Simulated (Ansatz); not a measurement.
Correlation energies of C$_{8}$H$_{12}$N$_{2}$ (`CCCCCC(C#N)C#N`) by basis set

```csv
atom,x (Å),y (Å),z (Å)
C1,-2.086,-0.149,-2.049
C2,-1.457,-1.365,-1.389
C3,-0.944,-1.109,0.023
C4,0.202,-0.112,0.090
C5,0.716,0.067,1.505
C6,1.881,1.072,1.621
C7,1.472,2.413,1.201
N8,1.110,3.457,0.892
C9,3.048,0.627,0.860
N10,3.956,0.233,0.278
H11,-1.363,0.656,-2.200
H12,-2.496,-0.404,-3.029
H13,-2.904,0.249,-1.441
H14,-2.193,-2.174,-1.349
H15,-0.632,-1.736,-2.008
H16,-1.771,-0.752,0.649
H17,-0.615,-2.058,0.462
H18,1.020,-0.453,-0.555
H19,-0.119,0.859,-0.300
H20,-0.084,0.421,2.161
H21,1.070,-0.886,1.909
H22,2.188,1.144,2.671
```

Total charge 0; spin multiplicity 1. Geometry: relaxed with PBE0-D4/def2-TZVP. It is one conformer, not always the lowest. Frozen core, restricted reference, Ansatz 0.2.0. CBS rows extrapolate triple and quadruple zeta; past MP2 they add the triple-zeta difference.

```json
{"basis": "def2-SVP", "HF (Eh)": "-418.50177", "MP2 corr.": "-1.40734", "CCSD corr.": "-1.48710", "(T)": "-0.05462", "CCSD(T) total": "-420.04349"}
{"basis": "def2-TZVPP", "HF (Eh)": "?", "MP2 corr.": "-1.70599", "CCSD corr.": "?", "(T)": "-0.08201", "CCSD(T) total": "?"}
{"basis": "def2-QZVPP", "HF (Eh)": "?", "MP2 corr.": "-1.81397", "CCSD corr.": "–", "(T)": "–", "CCSD(T) total": "–"}
{"basis": "CBS(def2)", "HF (Eh)": "?", "MP2 corr.": "-1.89396", "CCSD corr.": "-1.95102", "(T)": "as TZ", "CCSD(T) total": "?"}
```

(1) Fill in the withheld values. (Best estimate.)

Answers

(1) Ansatz gave: def2-TZVPP HF (Eh): -418.97038; def2-TZVPP CCSD corr.: -1.76305; def2-TZVPP CCSD(T) total: -420.81544; def2-QZVPP HF (Eh): -418.98819; CBS(def2) HF (Eh): -418.99064; CBS(def2) CCSD(T) total: -421.02367.
